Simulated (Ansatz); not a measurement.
One change: `C=C=C(O)[SiH3]` becomes `C=C=C([SiH3])CCl`.

Ansatz, PBE0-D4/def2-TZVP geometries, multiplicity 1. Each molecule was computed in one conformer, which needn't be the lowest.

| property | `C=C=C(O)[SiH3]` |
| --- | --- |
| LUMO energy (B3LYP/def2-TZVPP) / eV | -0.79 |
| HOMO energy (B3LYP/def2-TZVPP) / eV | -6.61 |
| HOMO energy (ωB97M-V/def2-TZVPP) / eV | -9.02 |
| size of the dipole moment (ωB97M-V/def2-TZVPP) / D | 1.59 |
| LUMO energy (ωB97M-V/def2-TZVPP) / eV | 1.41 |
| HOMO energy (PBE/def2-TZVPP) / eV | -5.60 |

(1) What does the change do to each property? (Best estimate.)

## Answers

(1) Computed: 
```json
{"property": "LUMO energy (B3LYP/def2-TZVPP) / eV", "`C=C=C([SiH3])CCl`": "-0.74", "shift": "0.05"}
{"property": "HOMO energy (B3LYP/def2-TZVPP) / eV", "`C=C=C([SiH3])CCl`": "-7.51", "shift": "-0.90"}
{"property": "HOMO energy (ωB97M-V/def2-TZVPP) / eV", "`C=C=C([SiH3])CCl`": "-9.91", "shift": "-0.89"}
{"property": "size of the dipole moment (ωB97M-V/def2-TZVPP) / D", "`C=C=C([SiH3])CCl`": "2.05", "shift": "0.46"}
{"property": "LUMO energy (ωB97M-V/def2-TZVPP) / eV", "`C=C=C([SiH3])CCl`": "1.54", "shift": "0.13"}
{"property": "HOMO energy (PBE/def2-TZVPP) / eV", "`C=C=C([SiH3])CCl`": "-6.58", "shift": "-0.98"}
```

Dipoles are sizes alone; their direction can turn.

B3LYP here is the variant with VWN-RPA as its local correlation; programs differ in this.
